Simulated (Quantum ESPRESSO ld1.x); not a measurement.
Values are calculated unless marked as measured or tabulated.
Species: Cr7+. Configuration: [Ne] 3s2 3p5. Level of theory: scalar-relativistic Kohn-Sham, LDA (Slater exchange, Perdew-Wang correlation), spin-polarised, spherical densities, point nucleus; open shells are filled with parallel spins first (ld1.x of Quantum ESPRESSO 7.5).

Unscreened Slater integrals over Kohn-Sham orbitals (hartree). They are taken over the spin-up orbitals. Empty in this configuration: 3d, 4p, 4s.

\begin{tabular}{lr}
integral & value \\ \hline
F0(4p,4p) & 0.46718 \\
F2(4p,4p) & 0.24532 \\
F0(4p,4s) & 0.47985 \\
G1(4p,4s) & 0.32475 \\
F0(4p,3d) & 0.58782 \\
F2(4p,3d) & 0.17361 \\
G1(4p,3d) & 0.059526 \\
G3(4p,3d) & 0.059190 \\
F0(4p,3p) & 0.58837 \\
F2(4p,3p) & 0.17310 \\
G0(4p,3p) & 0.047027 \\
G2(4p,3p) & 0.057576 \\
F0(4s,4s) & 0.49408 \\
F0(4s,3d) & 0.61296 \\
G2(4s,3d) & 0.067062 \\
F0(4s,3p) & 0.61341 \\
G1(4s,3p) & 0.060330 \\
F0(3d,3d) & 1.0649 \\
F2(3d,3d) & 0.53026 \\
F4(3d,3d) & 0.33829 \\
F0(3d,3p) & 1.0572 \\
F2(3d,3p) & 0.52120 \\
G1(3d,3p) & 0.62363 \\
G3(3d,3p) & 0.39413 \\
F0(3p,3p) & 1.0605 \\
F2(3p,3p) & 0.53785 \\
\end{tabular}

Derived for the open shells (J is the average intra-shell exchange parameter used in DFT+U). 3p: J = F2/5 = 0.1076 hartree.
